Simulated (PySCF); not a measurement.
# What a mistake does to a calculation on Al2ClO

All numbers below are calculated, not measured. They come from PySCF 2.14.0, an open-source quantum chemistry program, on an isolated molecule that a program drew, which may never have been made. The molecule is Al2ClO (charge 0, doublet), drawn as the SMILES string `[O]=[Al][Al][Cl]`.

Each row is a Hartree-Fock (HF) and frozen-core CCSD(T) single point in the cc-pV(D+d)Z basis, meant for a local HF minimum. Run 1 is clean. Each other run has one planted mistake out of seven kinds, and not every kind appears here: one electron removed, one electron added, multiplicity raised by two, geometry at a saddle point, minimal basis STO-3G, one bond length entered in bohr, all coordinates scaled. The reference is restricted for singlets and unrestricted otherwise, and also for a bond in bohr. Adding or removing an electron swaps singlet and doublet. Electrons count all cores. HOMO and LUMO are orbital energies over both spins, the gradient is its largest component, and the lowest frequency (negative if imaginary) is given only where the gradient is small. Bond lengths are over the 3 bonds as drawn. T1 is the CCSD diagnostic: over 0.02 (restricted) or 0.045 (unrestricted) a single reference is doubtful.

Geometry of the clean run:
```xyz
4
Al2ClO, angstrom
O     0.0787    4.6387   -1.1184
Al   -0.6264    3.2300   -1.1299
Al   -2.0693    1.0307   -1.3647
Cl   -1.3303   -0.6843   -0.3622
```

| run | electrons | basis functions | <S^2> | HOMO (eV) | LUMO (eV) | gradient (hartree/bohr) | lowest frequency (cm^-1) | mean bond (Å) | longest bond (Å) | T1 | HF (hartree) | CCSD(T) (hartree) | mistake |
|---|---|---|---|---|---|---|---|---|---|---|---|---|---|
| 1 | 51 | 83 | 0.776 | -9.11 | -0.78 | 1.6e-05 | 75 | 2.1119 | 2.641 | 0.0335 | -1018.24250 | -1018.71019 | no fault |
| 2 | 51 | 83 | 0.773 | -8.97 | -0.71 | 4.4e-02 | - | 2.0528 | 2.567 | 0.0316 | -1018.23881 | -1018.70229 | all coordinates scaled |
| 3 | 51 | 83 | 3.804 | -6.37 | -0.32 | 1.3e-01 | - | 2.1119 | 2.641 | 0.0215 | -1018.19909 | -1018.60336 | multiplicity raised by two |
| 4 | 50 | 83 | 0.000 | -15.55 | -7.72 | 2.5e-02 | - | 2.1119 | 2.641 | 0.0433 | -1017.93195 | -1018.41311 | ? |
| 5 | 52 | 83 | 0.000 | -2.04 | 4.52 | 3.6e-02 | - | 2.1119 | 2.641 | 0.0279 | -1018.28909 | -1018.78326 | ? |

**Which mistake was planted in run 4, and what did it cost?**

It counts 50 electrons, one fewer than the clean run, at the same geometry and basis. So the mistake is: one electron removed. Subtracting run 1 and multiplying by 627.51 kcal/mol a hartree, the energy moved by 194.9 kcal/mol in HF and 186.4 kcal/mol in CCSD(T).

**Which mistake was planted in run 5, and what did it cost?**

It counts 52 electrons, one more than the clean run, at the same geometry and basis. So the mistake is: one electron added. Subtracting run 1 and multiplying by 627.51 kcal/mol a hartree, the energy moved by -29.2 kcal/mol in HF and -45.9 kcal/mol in CCSD(T).

Cautions from the logs. Run 4: T1 is over the limit, so its CCSD(T) energy is less reliable; run 5: T1 is over the limit, so its CCSD(T) energy is less reliable.
